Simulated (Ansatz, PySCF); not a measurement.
C3H9NSi2, SMILES N#C[C@H](C[SiH3])[SiH3].

Geometry: PBE0-D3(BJ)/def2-SVP. The structure was generated by enumeration; whether it is a known compound was not checked. Other conformers were not sampled.

Vertical ionisation energy (IE) and electron affinity (EA) in eV. Rows of orbital energies are one-electron estimates. Where ΔSCF, EOM or ADC give a negative EA the extra electron is unbound and the value depends on the basis.

| level | IE | EA |
|---|---|---|
| −ε(HOMO), −ε(LUMO), r2SCAN/def2-TZVP (PySCF) | 7.42 | 0.74 |
| −ε(HOMO), −ε(LUMO), PBE/def2-TZVP (PySCF) | 7.18 | 1.08 |
| ΔSCF, CAM-B3LYP/def2-SVPD (Ansatz), final states of multiplicity 2 and 2 | … | … |
| ΔSCF, PBE/def2-SVPD (Ansatz), final states of multiplicity 2 and 2 | 9.84 | -0.77 |

Q: What belongs in the gaps? (The exact figures need the calculation; the answer reports its results.)

A: 
- ΔSCF, CAM-B3LYP/def2-SVPD (Ansatz, a first-principles code), final states of multiplicity 2 and 2, IE: 10.42
- ΔSCF, CAM-B3LYP/def2-SVPD (Ansatz), final states of multiplicity 2 and 2, EA: -1.16

Q: What vertical singlet–triplet gap does ΔSCF give with CAM-B3LYP/def2-SVPD (Ansatz) and with PBE/def2-SVPD (Ansatz)? (The exact figures need the calculation; the answer reports its results.)

A: 6.37 and 5.97 eV (triplet above singlet where positive).
